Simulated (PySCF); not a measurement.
# Successive ionisation energies of gallium

Calculated with PySCF 2.14, two-component X2C-1e (Gaussian nucleus, no Breit or QED terms), each ion in its own even-tempered basis; GMP2 freezes the deep shells of the larger ions and drops the highest virtual spinors; eV.

```
  ion  configuration  GHF (spin-free)  GHF (screened spin-orbit)  GMP2 (screened spin-orbit)         NIST            kind
Ga¹⁷⁺   [Ne] 3s2 3p2           636.40                     636.25                      637.24    640 ± 1.5  semi-empirical
Ga¹⁸⁺   [Ne] 3s2 3p1           676.87                     680.90                      681.35      677 ± 3  semi-empirical
Ga¹⁹⁺       [Ne] 3s2           761.53                     761.53                      764.13  765.7 ± 0.9  semi-empirical
Ga²⁰⁺       [Ne] 3s1           806.66                     806.65                      807.28       807.31  semi-empirical
Ga²¹⁺           [Ne]           2017.2                     2007.8                      2009.2   2010 ± 1.1  semi-empirical
Ga²²⁺   [He] 2s2 2p5           2133.1                     2126.8                      2128.3     2129 ± 4  semi-empirical
Ga²³⁺   [He] 2s2 2p4           2251.6                     2257.3                      2258.2     2258 ± 5  semi-empirical
Ga²⁴⁺   [He] 2s2 2p3           2413.2                     2395.2                      2393.5    2391 ± 18  semi-empirical
Ga²⁵⁺   [He] 2s2 2p2           2537.7                     2545.0                      2547.3   2543.9 ± 2  semi-empirical
Ga²⁶⁺   [He] 2s2 2p1           2665.2                     2687.4                      2686.6   2683 ± 1.4  semi-empirical
Ga²⁷⁺       [He] 2s2           2862.1                     2862.1                      2867.2     2868 ± 3  semi-empirical
Ga²⁸⁺       [He] 2s1           2985.5                     2985.5                      2985.7       2984.4     theoretical
```

Where is the largest relative jump?

From Ga²⁰⁺ to Ga²¹⁺: 807.28 to 2009.2 eV, where the electron removed from [Ne] comes from a deeper shell or subshell.
